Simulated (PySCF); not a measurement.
AlBH₂NO, BH₂O₂Si (calculated)

Computed with PySCF 2.14.0. Calculation on a computer-drawn molecule: the log of a Hartree-Fock and frozen-core CCSD(T) single point meant for a local Hartree-Fock minimum, with one planted fault or none, to be diagnosed. Offsets are logged minus clean, where the clean run is the same molecule without the fault. The reference is restricted for singlets and unrestricted otherwise, and also for a bond in bohr or an excited solution. Adding or removing an electron swaps singlet and doublet. The excited solution moves the top pair (singlet) or top alpha electron (doublet) to the lowest empty orbital. Highest occupied and lowest empty are orbital energies over both spins, largest force is the largest gradient component, triples share is (T) over the correlation energy, the T1 limit is 0.02 restricted and 0.045 unrestricted, electrons count all cores, a negative frequency is imaginary (commonest isotopes), and the dipole is about the centre of nuclear charge.

Common to all runs: logged SCF converged yes; logged CC converged yes; logged SCF stable within its kind yes; possible faults no fault, one electron removed, one electron added, multiplicity raised by two, geometry at a saddle point, SCF held on an excited solution, minimal basis STO-3G, one bond length entered in bohr, all coordinates scaled.

(1) AlBH₂NO

Logged structure:
```xyz
6
AlBH2NO
O     -1.6282    -1.3166    -2.3304
B     -1.6721    -0.8844    -1.2299
N     -1.6189    -0.3032     0.0624
Al    -0.4104     0.7935     0.6488
H     -2.3867    -0.5935     0.6554
H      0.6507     1.7656     1.1869
```

* meant charge: 1
* meant multiplicity: 1
* meant basis: cc-pV(D+d)Z
* logged electrons: 34
* logged basis functions: 26
* logged spin squared: 0
* logged highest occupied: -14.29 eV
* logged lowest empty: 0.42451 eV
* logged largest force: 0.024571 hartree/bohr
* logged T1 diagnostic: 0.025086
* logged D1 diagnostic: 0.073373
* logged triples share: 0.045867
* logged dipole magnitude: 8.9685 debye
* logged energy HF: -392.06238 hartree
* logged energy CCSD(T): -392.28857 hartree
* planted fault: minimal basis STO-3G
* HF energy offset from clean run: 3041 kcal/mol
* CCSD(T) energy offset from clean run: 3212 kcal/mol

Drawn bonds:
```
atom  other atom  order
   1           2      2
   2           3      1
   3           4      1
   3           5      1
   4           6      1
```

Notes: T1 above single-reference limit.

(2) AlBH₂NO

Structure as in entry 1.

- meant charge: 1
- meant multiplicity: 1
- meant basis: cc-pV(D+d)Z
- logged electrons: 33
- logged basis functions: 75
- logged spin squared: 0.7672
- logged highest occupied: -24.872 eV
- logged lowest empty: -12.941 eV
- logged largest force: 0.21544 hartree/bohr
- logged T1 diagnostic: 0.047589
- logged D1 diagnostic: 0.26013
- logged triples share: 0.030396
- logged dipole magnitude: 4.1405 debye
- logged energy HF: -396.36812 hartree
- logged energy CCSD(T): -396.81528 hartree
- planted fault: one electron removed
- HF energy offset from clean run: 339.2 kcal/mol
- CCSD(T) energy offset from clean run: 371.3 kcal/mol

Drawn bonds:
```
atom  other atom  order
   1           2      2
   2           3      1
   3           4      1
   3           5      1
   4           6      1
```

Notes: T1 above single-reference limit.

(3) AlBH₂NO

Logged structure:
```xyz
6
AlBH2NO
O     -2.2956    -0.3307     2.7340
B     -1.5901    -1.2905     2.6102
N     -0.7733    -2.4066     2.4601
Al    -0.6468    -3.5288     1.0396
H     -0.1966    -2.5741     3.2678
H     -1.5943    -3.1806    -0.1800
```

* meant charge: 0
* meant multiplicity: 2
* meant basis: cc-pV(D+d)Z
* logged electrons: 35
* logged basis functions: 26
* logged spin squared: 0.756
* logged highest occupied: -5.4941 eV
* logged lowest empty: 6.8543 eV
* logged largest force: 0.031117 hartree/bohr
* logged T1 diagnostic: 0.021112
* logged D1 diagnostic: 0.054978
* logged triples share: 0.049843
* logged dipole magnitude: 5.2516 debye
* logged energy HF: -392.18692 hartree
* logged energy CCSD(T): -392.39709 hartree
* planted fault: minimal basis STO-3G
* HF energy offset from clean run: 3133 kcal/mol
* CCSD(T) energy offset from clean run: 3315 kcal/mol

Drawn bonds:
```
atom  other atom  order
   1           2      2
   2           3      1
   3           4      1
   3           5      1
   4           6      1
```

(4) BH₂O₂Si

Logged structure:
```xyz
6
BH2O2Si
O     -1.7995    -1.0752    -2.8947
B     -0.8034    -1.0153    -2.2132
Si     0.9549    -1.0758    -1.0749
O      0.3257    -0.6966     0.5094
H      1.3829     0.3230    -1.5536
H     -0.1814     0.0947     0.5524
```

- meant charge: -1
- meant multiplicity: 1
- meant basis: aug-cc-pV(D+d)Z
- logged electrons: 38
- logged basis functions: 26
- logged spin squared: 0
- logged highest occupied: 1.9128 eV
- logged lowest empty: 16.515 eV
- logged largest force: 0.059828 hartree/bohr
- logged T1 diagnostic: 0.018553
- logged D1 diagnostic: 0.05633
- logged triples share: 0.045969
- logged dipole magnitude: 0.97735 debye
- logged energy HF: -458.70295 hartree
- logged energy CCSD(T): -458.90957 hartree
- planted fault: ?

Drawn bonds:
```
atom  other atom  order
   1           2      2
   2           3      1
   3           4      1
   3           5      1
   4           6      1
```

Notes: highest electron not bound in this basis.

Q: Which fault was planted in the run of BH₂O₂Si (entry 4)?
A: minimal basis STO-3G

Further results for BH₂O₂Si (entry 4):

- HF energy offset from clean run: 3717 kcal/mol
- CCSD(T) energy offset from clean run: 3983 kcal/mol
